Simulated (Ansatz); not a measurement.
```yaml
crystal:
  periodic: [false, false, false]
  atoms:
    - {symbol: C, position_ang: [0.042415, 2.902335, 0.774974]}
    - {symbol: C, position_ang: [0.771456, 1.779056, -0.037831]}
    - {symbol: Ga, position_ang: [0.028402, 0.004722, 0.011400]}
    - {symbol: C, position_ang: [0.833716, -1.474007, -0.967375]}
    - {symbol: C, position_ang: [2.176866, -1.077397, -1.694815]}
    - {symbol: C, position_ang: [-1.661697, -0.351826, 0.977503]}
    - {symbol: C, position_ang: [-2.198342, -1.752439, 0.871873]}
    - {symbol: H, position_ang: [-0.103829, 2.612974, 1.808951]}
    - {symbol: H, position_ang: [0.593128, 3.851667, 0.773011]}
    - {symbol: H, position_ang: [-0.981765, 2.990004, 0.449299]}
    - {symbol: H, position_ang: [1.826502, 1.673184, 0.419312]}
    - {symbol: H, position_ang: [0.962015, 2.145335, -0.990731]}
    - {symbol: H, position_ang: [0.212010, -1.913187, -1.702544]}
    - {symbol: H, position_ang: [1.042348, -2.338670, -0.224863]}
    - {symbol: H, position_ang: [2.594065, -2.000814, -2.176649]}
    - {symbol: H, position_ang: [2.053145, -0.343826, -2.437367]}
    - {symbol: H, position_ang: [2.933084, -0.715618, -0.995880]}
    - {symbol: H, position_ang: [-2.410293, 0.361332, 0.560625]}
    - {symbol: H, position_ang: [-1.549289, -0.045222, 2.052446]}
    - {symbol: H, position_ang: [-3.196478, -1.920732, 1.425573]}
    - {symbol: H, position_ang: [-2.449109, -2.091517, -0.111144]}
    - {symbol: H, position_ang: [-1.509611, -2.497931, 1.318556]}
basis:
  gaussian: {orbitals: def2-SVP, fitting: {mean_field: cc-pVTZ-jkfit}}
magnetization: {spin_polarized: true, initial_magnetization: 1}
hamiltonian: {xc: {name: r2SCAN}, dispersion: d4}
output: {forces: true}
```

```sh
$ ansatz run in.yaml --threads 4 --pin off --events-out ev --progress --plain --max-ram 63488MiB --backend cpu
```

How does Ansatz answer? (An estimate is asked.)

Ansatz gave: The program refused the input.
```
Error: a molecule whose nuclei and cores have a total charge of 82 cannot have a net charge of 0 together with 1 unpaired electrons
```
